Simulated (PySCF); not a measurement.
## [Sm(SH)2]+: from a saddle point downhill

PySCF 2.14.0, RKS BP86, Sm lcecp-1-SVP with ECP51, S def2-SVP, H def2-SVP; non-relativistic Hamiltonian with scalar-relativistic core potentials where named; density fitting; no spin-orbit coupling. Relaxed within the symmetry of its start, the geometry (D∞h) is

```xyz
5

Sm    0.0000    0.0000    0.0000
S     0.0000    0.6629    2.3863
H     0.0000    1.0266    3.6956
S     0.0000   -0.6629   -2.3863
H     0.0000   -1.0266   -3.6956
```

and its lowest harmonic modes are -222, -222, -57, -57, 280, 280 cm⁻¹ (negative: unstable). It was moved along the lowest mode and relaxed again, within the group C2v that the move left.

**Question.** Where does it end, and how much lower?

**Answer.** In C2v, 0.794 eV lower, after 28 steps:
```xyz
5

Sm   -1.1477    1.0194   -0.2832
S    -0.0724    0.6210    1.9859
H     0.8238   -0.3413    1.6087
S    -0.0724   -0.4923   -2.0216
H     0.8238   -1.1221   -1.2022
```

**Question.** How do the contacts change?

**Answer.** 
```csv
contact,saddle (Å),end (Å)
Sm1–S2 (SH),2.477,2.542
Sm1–S4 (SH),2.477,2.542
```


**Question.** Is the end a minimum?

**Answer.** Yes; lowest modes 90, 158, 175, 254, 340, 354 cm⁻¹.

An lcecp potential fixes the number of 4f electrons, so in runs with it no electron can move into or out of that shell.

State: singlet in the valence, with the 4f electrons in the core potential.
